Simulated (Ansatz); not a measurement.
Cost and result for the atomization energy of CH₇AlN₂Sn (12 atoms, 12 bonds).

Z-matrix (Å, degrees):
```
Sn
Al 1 2.807
N 1 2.226 2 79.4
H 1 1.730 2 137.6 3 -86.8
H 1 1.733 2 121.1 3 95.2
N 2 1.952 1 79.7 3 -30.0
H 2 1.591 1 107.0 3 77.8
H 2 1.585 1 114.6 3 -139.1
C 3 1.301 1 110.9 2 8.1
H 3 1.012 1 122.9 2 -133.6
H 6 1.021 2 99.9 1 -57.4
H 9 1.093 3 120.0 1 -139.2
```

Total charge 0; spin multiplicity 1. Correlated methods include outer-core shells of Sn, which these sets cover unevenly. Sn: def2 effective core potential. The bonds changed during the relaxation, so this is another structure than the one it started from. All single points use the PBE0-D4/def2-TZVP geometry. It is one conformer, not always the lowest. Program: Ansatz. All runs use 2 threads of an AMD EPYC 7R13 on a shared host and a share of an NVIDIA H100 80 GB. Times are those of one run each, without the atoms' runs, and a repeat can differ threefold. Electronic energies, without spin–orbit coupling; frozen cores. CCSD(T)/CBS adds CCSD(T) − MP2 in def2-TZVPP to the MP2 limit, and its time is that of the two runs behind it. T1 = 0.016. With those shells the extrapolation isn't a true limit. B3LYP takes the VWN-RPA correlation (the form of Gaussian; ORCA's B3LYP/G).

CCSD(T)/CBS is a level of theory with its own doubt, some kJ/mol a heavy atom from the limit and from the frozen cores, so smaller differences don't rank the functionals.

```csv
level,functions,wall time,atomization (kcal/mol),difference from CCSD(T)/CBS,per bond
PBE0-D4/def2-TZVPP,283,3.3 s,905.7,-5.4,-0.4
B3LYP-D4/def2-TZVPP (with forces),283,3.6 s,911.1,0.0,0.0
PBE-D4/def2-TZVPP (with forces),283,4 s,926.4,15.3,1.3
r2SCAN-D4/def2-TZVPP (with forces),283,4.4 s,907.4,-3.7,-0.3
B2PLYP/def2-TZVPP,283,4.5 s,895.2,-15.9,-1.3
ωB97X-V/def2-TZVPP,283,4.7 s,916.3,5.2,0.4
MP2/def2-QZVPP,533,6 s,902.9,-8.2,-0.7
ωB97M-V/def2-TZVPP (with forces),283,6.5 s,911.8,0.7,0.1
CCSD(T)/def2-TZVPP,283,13 s,881.3,-29.8,-2.5
CCSD(T)/CBS(def2),–,19 s,911.1,0.0,0.0
```

The D4 term adds +12.2 kcal/mol with B3LYP and +6.4 kcal/mol with PBE0; it sums over pairs of atoms, weighted by their polarisabilities, and B3LYP, whose exchange is more repulsive, gets the larger term. From PBE to PBE0 (25 % exact exchange), in def2-TZVPP and without D4, the atomization energy moves by −19.5 kcal/mol: exact exchange takes away binding that semilocal exchange gives to molecules. In def2-TZVPP, CCSD(T) changes the Hartree–Fock value by +270.1 kcal/mol (the triples alone add +17.2 kcal/mol) and MP2 by +273.9 kcal/mol; breaking electron pairs costs correlation energy, which Hartree–Fock lacks.

Spin–orbit coupling would lower the free Sn atoms strongly, and the atomization energy with them, by more than many differences here. For some Ge, Se and Sn compounds the MP2-based and the directly extrapolated limit differ by 10 to 25 kJ/mol.
